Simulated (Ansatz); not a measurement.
Consider the ligand exchange at the Si–F bond: `F[SiH](Cl)Cl` + `[OH][GeH3]` → `Cl[SiH](Cl)[O][GeH3]` + H–F.

Program: Ansatz. Geometries: PBE0-D4/def2-TZVP. ΔE: electronic, gas phase. CBS: MP2 limit from def2 TZ/QZ plus the TZ coupled-cluster correction, frozen cores. This one scheme is used for every species. Functionals use def2-TZVPP. For Ge outer-core shells are correlated without core-valence functions, which leaves a few kJ/mol of doubt a bond. Scalar relativity is left out up to krypton. One conformer a species, not always the lowest.

| level | ΔE (eV) |
| --- | --- |
| PBE | 0.22 |
| BLYP | 0.28 |
| r2SCANh | 0.16 |
| CCSD/def2-SVP | 0.07 |

(1) What does CCSD(T)/CBS give? (An estimate is asked.)

Largest T1 diagnostic among the species: 0.011.

Answers

(1) Ansatz gave: +0.06 eV. The listed levels differ from it by 0.16, 0.22, 0.10, 0.01 eV.

From r2SCAN to r2SCAN0 (25 % exact exchange), in def2-TZVPP and without D4, ΔE moves by −0.04 eV. In def2-TZVPP, CCSD(T) changes the Hartree–Fock value by −0.09 eV (the triples alone add −0.01 eV) and MP2 by −0.12 eV. The D4 term adds −0.13 eV with B3LYP and −0.08 eV with PBE0; it sums over pairs of atoms, weighted by their polarisabilities, and B3LYP, whose exchange is more repulsive, gets the larger term.

B3LYP here is the variant with VWN-RPA as its local correlation; programs differ in this.
